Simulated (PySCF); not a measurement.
Compound: C₂H₆BCl₃Te.
Atom-mapped SMILES: `[CH3:1][Te+:2]([CH3:3])[B-:4]([Cl:5])([Cl:6])[Cl:7]` (hydrogens: H8, H9, H10 on C1; H11, H12, H13 on C3)

Method: PBE0-D3(BJ)/def2-SVP geometry optimisation, gas phase, def2 core potentials past Kr in PySCF 2.14.0; density fitting, grid level 1; the optimiser is geomeTRIC in internal coordinates, started from a GFN2-xTB structure with every atom displaced at random (about 0.01 Å).

Step 0: E = -47683.7667 eV
```
atom  x, y, z in Å  |  force x, y, z in eV/Å
C1      1.8003   -0.3836    0.4523   -0.995   2.325   0.241
Te2     0.3656   -0.0021   -1.1403    0.485   0.371   0.431
C3     -0.4140    1.8048   -0.2585    0.843  -0.477   0.554
B4     -1.2552   -1.4078   -0.3102   -0.589   0.026  -0.429
Cl5    -1.4424   -1.0053    1.4271   -0.106   0.064   0.722
Cl6    -2.7501   -0.9636   -1.2931    0.176  -0.044   0.004
Cl7    -0.6247   -3.0705   -0.6147    0.155  -0.307  -0.093
H8      2.5057    0.4701    0.4989   -0.205  -0.307  -0.063
H9      2.3032   -1.2757    0.2430    0.936  -1.793  -0.501
H10     1.2278   -0.4611    1.3885   -0.047  -0.030  -0.131
H11    -1.1946    2.1824   -0.8810   -0.878   0.230  -0.701
H12    -0.7935    1.5594    0.7389   -0.092  -0.185   0.029
H13     0.3742    2.5526   -0.1783    0.318   0.126  -0.063
```

Step 1: E = -47683.8705 eV
```
atom  x, y, z in Å  |  force x, y, z in eV/Å
C1      1.7461   -0.3796    0.4514    0.287  -0.671  -0.110
Te2     0.4005    0.0606   -1.1437   -0.015  -0.009   0.123
C3     -0.3740    1.8477   -0.2673   -0.161   0.048  -0.131
B4     -1.2805   -1.3977   -0.3090    0.370  -0.092   0.391
Cl5    -1.4451   -1.0045    1.4883   -0.046  -0.057  -0.340
Cl6    -2.7365   -1.0220   -1.2832   -0.321   0.067  -0.157
Cl7    -0.5294   -3.0362   -0.6110   -0.066   0.060   0.020
H8      2.4539    0.4338    0.6153    0.101   0.227  -0.030
H9      2.2959   -1.3098    0.1821   -0.293   0.429   0.071
H10     1.1237   -0.5683    1.3358   -0.005   0.060   0.024
H11    -1.2725    2.1309   -0.8414    0.145  -0.071   0.085
H12    -0.6532    1.5962    0.7626   -0.029  -0.002   0.055
H13     0.3733    2.6485   -0.3071    0.033   0.011  -0.001
```

Task: Estimate the geometry and energy of step 2. (The exact step hangs on the optimiser's Hessian estimate; all steps are aligned on step 1, rigid shifts and turns removed.)

Result: E = -47683.8933 eV, largest force 0.254 eV/Å
```
atom  x, y, z in Å  |  force x, y, z in eV/Å
C1      1.7822   -0.3696    0.4525    0.083  -0.121  -0.004
Te2     0.4010    0.0470   -1.1205   -0.083  -0.013   0.026
C3     -0.3735    1.8375   -0.2522   -0.017  -0.002   0.011
B4     -1.3043   -1.4059   -0.3162    0.128  -0.065   0.209
Cl5    -1.5232   -1.0096    1.4610    0.045   0.008  -0.152
Cl6    -2.7554   -1.0243   -1.3248   -0.035   0.044  -0.075
Cl7    -0.5692   -3.0521   -0.5939   -0.025   0.045  -0.019
H8      2.4906    0.4604    0.5722   -0.043   0.002  -0.029
H9      2.3165   -1.2924    0.1810   -0.063   0.079   0.015
H10     1.1841   -0.5357    1.3585    0.006   0.038   0.018
H11    -1.2662    2.1136   -0.8291    0.009  -0.016   0.000
H12    -0.6569    1.5937    0.7803   -0.009   0.008  -0.003
H13     0.3764    2.6369   -0.2963    0.004  -0.008   0.002
```

The energy changes by -0.0227 eV. The first-order estimate −F·Δx gives -0.0395 eV and the mean of the old and new forces, exact on a quadratic surface, -0.0223 eV. The step makes an angle of 78° with the force vector and moves no atom by more than 0.083 Å.

What follows is the cost of the whole optimisation. Hardware: one thread of an Arm Neoverse V2 (shared host). Cost: 2.0 min, 0.62 GiB resident at most.
